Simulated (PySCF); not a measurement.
# Bonding in `C#CC#C[C@H](C)CC`

Species: C8H10.
Atom-mapped SMILES: `[CH:1]#[C:2][C:3]#[C:4][C@H:5]([CH3:6])[CH2:7][CH3:8]` (hydrogens: H9 on C1; H10 on C5; H11, H12, H13 on C6; H14, H15 on C7; H16, H17, H18 on C8)

Geometry (GFN2-xTB, Å), atoms numbered from 1 in this order:
```
atom  x, y, z in Å
C1     4.1096    0.7375   -1.5845
C2     3.0580    0.5600   -1.0251
C3     1.8737    0.3497   -0.3921
C4     0.8238    0.1744    0.1768
C5    -0.4272   -0.0883    0.8575
C6    -0.2693   -1.3158    1.7617
C7    -1.5578   -0.2969   -0.1626
C8    -1.8313    0.9568   -0.9838
H9     5.0251    0.8951   -2.0698
H10   -0.6707    0.7842    1.4788
H11   -1.1877   -1.4932    2.3175
H12    0.5433   -1.1669    2.4697
H13   -0.0472   -2.1973    1.1633
H14   -2.4637   -0.5852    0.3759
H15   -1.2874   -1.1198   -0.8283
H16   -0.9362    1.2629   -1.5212
H17   -2.6225    0.7727   -1.7071
H18   -2.1413    1.7765   -0.3383
```

Bond orders from the PBE0/pcSseg-1 density (PySCF). The structure is a single GFN2-xTB conformer in the gas phase; no vibrational or solvent corrections.

Task: How far do the computed orders between heavy atoms stray from the drawn ones?

Result: The largest departure is 0.796, at C3–C4 (drawn triple, 2.204). Drawn double or triple, more than 0.30 short of the drawn order: C1–C2 (2.261) and C3–C4 (2.204).

Task: Give the Mayer order of every bond, beside its length.

Result: 
| bond | drawn as | length (Å) | Mayer order |
| --- | --- | --- | --- |
| C1–C2 | triple | 1.204 | 2.261 |
| C2–C3 | single | 1.359 | 0.962 |
| C3–C4 | triple | 1.207 | 2.204 |
| C4–C5 | single | 1.448 | 1.013 |
| C5–C6 | single | 1.533 | 1.044 |
| C5–C7 | single | 1.537 | 1.010 |
| C7–C8 | single | 1.523 | 1.062 |
| C1–H9 | single | 1.048 | 1.134 |
| C5–H10 | single | 1.098 | 0.917 |
| C6–H11 | single | 1.088 | 0.961 |
| C6–H12 | single | 1.088 | 0.965 |
| C6–H13 | single | 1.088 | 0.963 |
| C7–H14 | single | 1.093 | 0.951 |
| C7–H15 | single | 1.092 | 0.947 |
| C8–H16 | single | 1.088 | 0.960 |
| C8–H17 | single | 1.088 | 0.967 |
| C8–H18 | single | 1.088 | 0.965 |

By pair of heavy elements: C–C: lowest C2–C3 (0.962, 1.359 Å), highest C1–C2 (2.261, 1.204 Å); in 6 of the 21 pairs the longer bond (by over 0.003 Å) has the higher order (by 0.02 or more).

Task: Sum the orders of all bonds at each heavy atom with more than one neighbour and set the sums beside the valence in the SMILES.

Result: C1 3.395 (drawn 4), C2 3.223 (drawn 4), C3 3.166 (drawn 4), C4 3.217 (drawn 4), C5 3.984 (drawn 4), C6 3.933 (drawn 4), C7 3.970 (drawn 4), C8 3.954 (drawn 4). Orders between atoms that aren't bonded are not in these sums.

Mayer orders depend on the basis set.
